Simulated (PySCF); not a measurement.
C6H4Cl (SMILES Clc1c[c]ccc1), doublet, geometry from GFN2-xTB; B3LYP/6-31G (PySCF).

Here is a job for PySCF.
```python
from pyscf import gto, scf, dft

mol = gto.Mole()
mol.atom = '''
    Cl    1.917491    1.088083    0.026869
    C     0.429412    0.205998    0.005591
    C     0.459959   -1.189328   -0.009947
    C    -0.745351   -1.821440   -0.026250
    C    -1.964768   -1.211234   -0.028620
    C    -1.969763    0.182279   -0.012908
    C    -0.778554    0.885384    0.004091
    H     1.399744   -1.717962   -0.008780
    H    -2.888912   -1.766943   -0.041923
    H    -2.910504    0.713164   -0.014056
    H    -0.783284    1.964367    0.016250
'''
mol.basis = '6-31g'
mol.charge = 0
mol.spin = 1
mol.verbose = 4
mol.build()

mf = dft.UKS(mol)
mf.xc = 'b3lyp'
mf.grids.atom_grid = (30, 110)
mf.kernel()
mf.analyze()
```

It wrote (shortened):

```
PySCF version 2.14.0

[INPUT] verbose = 4
[INPUT] num. atoms = 11
[INPUT] num. electrons = 57
[INPUT] charge = 0
[INPUT] spin (= nelec alpha-beta = 2S) = 1
[INPUT] symmetry False subgroup None
[INPUT] Mole.unit = angstrom
[INPUT] Symbol           X                Y                Z      unit          X                Y                Z       unit  Magmom
[...]
nuclear repulsion = 306.746584692319
number of shells = 45
number of NR pGTOs = 194
number of NR cGTOs = 75
basis = 6-31g
ecp = {}

******** <class 'pyscf.dft.uks.UKS'> ********
method = UKS
initial guess = minao
damping factor = 0
level_shift factor = 0
DIIS = <class 'pyscf.scf.diis.CDIIS'>
diis_start_cycle = 1
diis_space = 8
diis_damp = 0
SCF conv_tol = 1e-09
SCF conv_tol_grad = None
SCF max_cycles = 50
direct_scf = True
direct_scf_tol = 1e-13
number electrons alpha = 29  beta = 28
XC library pyscf.dft.libxc version 7.1.2
    S. Lehtola, C. Steigemann, M. J. T. Oliveira, and M. A. L. Marques,  SoftwareX 7, 1–5 (2018)
XC functionals = b3lyp
    P. J. Stephens, F. J. Devlin, C. F. Chabalowski, and M. J. Frisch,  J. Phys. Chem. 98, 11623 (1994)
radial grids:
    Treutler-Ahlrichs [JCP 102, 346 (1995); DOI:10.1063/1.469408] (M4) radial grids

becke partition: Becke, JCP 88, 2547 (1988); DOI:10.1063/1.454033
pruning grids: <function nwchem_prune>
grids dens level: 3
symmetrized grids: False
atomic radii adjust function: <function treutler_atomic_radii_adjust>
User specified grid scheme (30, 110)
small_rho_cutoff = 0
Set gradient conv threshold to 3.16228e-05
tot grids = 27000
init E= -692.343198656535

cycle= 1 E= -691.04292435028  delta_E=  1.3  |g|= 0.235  |ddm|= 2.63
cycle= 2 E= -691.027797344869  delta_E= 0.0151  |g|= 0.307  |ddm|= 0.749
cycle= 3 E= -691.076011647701  delta_E= -0.0482  |g|= 0.0684  |ddm|= 0.401
cycle= 4 E= -691.078698204596  delta_E= -0.00269  |g|= 0.0232  |ddm|= 0.113
cycle= 5 E= -691.079023041195  delta_E= -0.000325  |g|= 0.0101  |ddm|= 0.0434
cycle= 6 E= -691.079096729516  delta_E= -7.37e-05  |g|= 0.00208  |ddm|= 0.0139
cycle= 7 E= -691.079111051027  delta_E= -1.43e-05  |g|= 0.00121  |ddm|= 0.0088
cycle= 8 E= -691.079115434732  delta_E= -4.38e-06  |g|= 0.000837  |ddm|= 0.00468
cycle= 9 E= -691.079117510467  delta_E= -2.08e-06  |g|= 0.00027  |ddm|= 0.00366
cycle= 10 E= -691.079117819979  delta_E= -3.1e-07  |g|= 0.000212  |ddm|= 0.00175
cycle= 11 E= -691.079117860651  delta_E= -4.07e-08  |g|= 6.99e-05  |ddm|= 0.000457
cycle= 12 E= -691.079117865336  delta_E= -4.69e-09  |g|= 5.04e-05  |ddm|= 0.000205
cycle= 13 E= -691.079117867  delta_E= -1.66e-09  |g|= 8.2e-06  |ddm|= 7.68e-05
cycle= 14 E= -691.079117867042  delta_E= -4.21e-11  |g|= 7.7e-06  |ddm|= 2.54e-05
Extra cycle  E= -691.079117866944  delta_E= 9.78e-11  |g|= 1.48e-05  |ddm|= 3.01e-05
converged SCF energy = -691.079117866944  <S^2> = 0.75777406  2S+1 = 2.007759
**** SCF Summaries ****
Total Energy =                        -691.079117866944216
Nuclear Repulsion Energy =             306.746584692318891
One-electron Energy =                -1553.753990059674152
Two-electron Energy =                  555.928287500410988
Two-electron Coulomb Energy =          618.274884539432492
DFT Exchange-Correlation Energy =      -62.346597039021447
**** MO energy ****
                             alpha | beta                alpha | beta
[...]
To work with the spin densities directly, `use mulliken_meta_spin()` only printing them here.

 ** Mulliken spin pop alpha/beta on meta-lowdin orthogonal AOs **
 ** Mulliken Spin Density (per AO)  **
spin_pop of  0 Cl 1s       -0.00000
spin_pop of  0 Cl 2s       -0.00000
spin_pop of  0 Cl 3s        0.00002
spin_pop of  0 Cl 4s       -0.00001
spin_pop of  0 Cl 2px       0.00000
spin_pop of  0 Cl 2py       0.00000
spin_pop of  0 Cl 2pz       0.00000
spin_pop of  0 Cl 3px       0.00203
spin_pop of  0 Cl 3py       0.00951
spin_pop of  0 Cl 3pz       0.00184
spin_pop of  0 Cl 4px      -0.00001
spin_pop of  0 Cl 4py       0.00017
spin_pop of  0 Cl 4pz       0.00002
spin_pop of  1 C 1s       -0.00000
spin_pop of  1 C 2s        0.01343
spin_pop of  1 C 3s        0.00007
spin_pop of  1 C 2px       0.00340
spin_pop of  1 C 2py       0.01929
spin_pop of  1 C 2pz       0.02004
spin_pop of  1 C 3px      -0.00001
spin_pop of  1 C 3py       0.00004
spin_pop of  1 C 3pz       0.00001
spin_pop of  2 C 1s        0.00000
spin_pop of  2 C 2s       -0.00630
spin_pop of  2 C 3s        0.00037
spin_pop of  2 C 2px      -0.00808
spin_pop of  2 C 2py      -0.00864
spin_pop of  2 C 2pz      -0.04074
spin_pop of  2 C 3px       0.00051
spin_pop of  2 C 3py       0.00125
spin_pop of  2 C 3pz      -0.00007
spin_pop of  3 C 1s       -0.00001
spin_pop of  3 C 2s        0.15402
spin_pop of  3 C 3s        0.00251
spin_pop of  3 C 2px       0.01528
spin_pop of  3 C 2py       0.73477
spin_pop of  3 C 2pz       0.06994
spin_pop of  3 C 3px      -0.00045
spin_pop of  3 C 3py       0.00178
spin_pop of  3 C 3pz       0.00003
spin_pop of  4 C 1s        0.00000
spin_pop of  4 C 2s       -0.00640
spin_pop of  4 C 3s        0.00039
spin_pop of  4 C 2px      -0.00761
spin_pop of  4 C 2py      -0.00564
spin_pop of  4 C 2pz      -0.03981
spin_pop of  4 C 3px       0.00057
spin_pop of  4 C 3py       0.00126
spin_pop of  4 C 3pz      -0.00007
spin_pop of  5 C 1s       -0.00000
spin_pop of  5 C 2s        0.00979
spin_pop of  5 C 3s        0.00005
spin_pop of  5 C 2px       0.00088
spin_pop of  5 C 2py       0.02679
spin_pop of  5 C 2pz       0.02062
spin_pop of  5 C 3px       0.00001
spin_pop of  5 C 3py       0.00005
spin_pop of  5 C 3pz       0.00003
spin_pop of  6 C 1s        0.00000
spin_pop of  6 C 2s       -0.00195
spin_pop of  6 C 3s        0.00011
spin_pop of  6 C 2px      -0.00212
spin_pop of  6 C 2py      -0.00146
spin_pop of  6 C 2pz      -0.03164
spin_pop of  6 C 3px       0.00005
spin_pop of  6 C 3py       0.00004
spin_pop of  6 C 3pz      -0.00011
spin_pop of  7 H 1s        0.02223
spin_pop of  7 H 2s        0.00015
spin_pop of  8 H 1s        0.01914
spin_pop of  8 H 2s        0.00015
spin_pop of  9 H 1s        0.00629
spin_pop of  9 H 2s        0.00011
spin_pop of  10 H 1s        0.00209
spin_pop of  10 H 2s        0.00000
 ** Mulliken Spin Density (per atom)  **
spin density of  0 Cl =      0.01358
spin density of  1 C =      0.05627
spin density of  2 C =     -0.06171
spin density of  3 C =      0.97786
spin density of  4 C =     -0.05731
spin density of  5 C =      0.05824
spin density of  6 C =     -0.03709
spin density of  7 H =      0.02239
spin density of  8 H =      0.01928
spin density of  9 H =      0.00640
spin density of  10 H =      0.00209
 ** Mulliken pop alpha/beta on meta-lowdin orthogonal AOs **
 ** Mulliken pop       alpha | beta **
In total            29.00000 | 28.00000
 ** Mulliken atomic charges   ( Nelec_alpha | Nelec_beta ) **
charge of  0Cl =     -0.05633  (     8.53495      8.52138 )
charge of  1C =      0.01777  (     3.01925      2.96298 )
charge of  2C =     -0.13500  (     3.03664      3.09835 )
charge of  3C =      0.00377  (     3.48705      2.50919 )
charge of  4C =     -0.13070  (     3.03669      3.09401 )
charge of  5C =     -0.09335  (     3.07580      3.01756 )
charge of  6C =     -0.12632  (     3.04462      3.08170 )
charge of  7H =      0.13847  (     0.44196      0.41957 )
charge of  8H =      0.13001  (     0.44464      0.42535 )
charge of  9H =      0.12283  (     0.44178      0.43539 )
charge of  10H =      0.12885  (     0.43662      0.43453 )
Dipole moment(X, Y, Z, Debye): -1.70880, -0.13024, -0.01445
```
